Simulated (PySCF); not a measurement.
H5FN2Si, singlet, geometry from GFN2-xTB. Base run: B3LYP/6-31G*, polarisability run with PySCF.

The PySCF input:
```python
from pyscf import gto, scf, dft
from pyscf.prop import polarizability

mol = gto.M(
    atom='''
Si    0.111937    0.281960   -0.203948
N     1.244649   -0.863694    0.383295
N    -1.033807   -0.617350   -1.103592
F    -0.449596    0.966777    1.151578
H     0.536256    1.412437   -1.012704
H     1.871115   -0.575477    1.116501
H     1.723263   -1.452817   -0.275715
H    -1.315167   -1.524169   -0.769306
H    -1.812111   -0.141096   -1.525620
''',
    basis='6-31g*',
    charge=0,
    spin=0,
    verbose=3,
)

mf = dft.RKS(mol)
mf.xc = 'b3lyp'
mf.kernel()
alpha = mf.Polarizability().polarizability()[2, 2]
print('alpha_zz =', alpha)
```

Q: The base was run again with changes. Order these runs by alpha_zz (bohr³), lowest first: basis = def2-SVPD | functional = camb3lyp | functional = pbe0 | basis = cc-pVDZ | basis = def2-SVP | basis = 6-31G.

A: basis = 6-31G (alpha_zz (bohr³) 29.31), functional = camb3lyp (alpha_zz (bohr³) 29.57), functional = pbe0 (alpha_zz (bohr³) 29.95), basis = def2-SVP (alpha_zz (bohr³) 30.49), basis = cc-pVDZ (alpha_zz (bohr³) 31.19), basis = def2-SVPD (alpha_zz (bohr³) 41.32)

Finite-field rows take the second difference of the energy in a field along z; a small field with loose convergence shows SCF noise divided by the square of the field, and a large one adds hyperpolarisability.
